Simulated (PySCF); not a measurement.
Identify the compound

An unknown has the formula C5H6FN. Its calculated NMR data are:

$^{1}$H NMR (600 MHz, computed): δ 6.36 (ddd, J = 3.8, 2.8, 1.8 Hz, 1H), 6.14 (ddd, J = 3.6, 3.5, 2.8 Hz, 1H), 5.93 (dd, J = 3.6, 1.8 Hz, 1H), 3.44 (s, 3H).

$^{13}$C{$^{1}$H} NMR (computed): δ 160.9 (d, J = 308.6 Hz), 121.7 (d, J = 3.9 Hz), 107.6 (d, J = 24.4 Hz), 101.4 (d, J = 12.9 Hz), 37.1.

PySCF calculation with NMR shieldings at PBE0/pcSseg-1/GIAO, PBE0-D3(BJ)/def2-SVP structure and B3LYP/pcJ-1 coupling constants (spin–dipole term only in couplings to heteroatoms); gas phase, one computed conformer, fast rotation and ring inversion assumed for equivalent nuclei, non-relativistic Hamiltonian.

Shifts are taken against calculated references (same method and geometry level): $^{1}$H (σref 31.27), $^{13}$C (σref 184.41) against TMS.

What is the structure?

## Answers


Rings plus π bonds: 3 (1 ring in the answer). 5 carbon signals for 5 carbons: no two carbons are equivalent. Carbon types of the structure: 1 × C, 3 × CH, 1 × CH3, which accounts for all hydrogens. δC 160.9: aromatic carbon bearing fluorine; an ipso carbon deshielded by its heteroatom. δC 121.7, 107.6: aromatic CH next to a ring nitrogen. δC 101.4: aromatic CH. δC 37.1: methyl carbon bonded to N; pulled downfield by the heteroatom. δH 6.36, 6.14: hydrogen on an aromatic CH next to a ring nitrogen; ring-current deshielding. δH 5.93: hydrogen on an aromatic CH. δH 3.44: hydrogen on a methyl carbon bonded to N; its carbon carries N, an electronegative neighbour. The protons at 6.14 and 5.93 share a coupling of 3.6 Hz (vicinal, an ortho-type coupling).

These data were computed for `Cn1ccc(F)c1`.

This is the structure that produced the data.

C–F couplings over four or more bonds (about 3 Hz to the para carbon of a fluoroarene) are left out. Common functionals overestimate the size of one-bond C–F couplings by tens of Hz; these are unscaled. Multiplet labels drop couplings under 1 Hz and merge nearly equal ones. Unscaled 3J(H,H) at this level run about 10 % above measured values. Shifts are as computed. Against solution values, carbons near 30 ppm lie about +2 ppm off and those near 130 ppm about +5 ppm. Of 1211 compounds with measured shifts, 218 miss one by over three times the rms of a fit or turn the order of signals round; such compounds aren't used in these exercises.
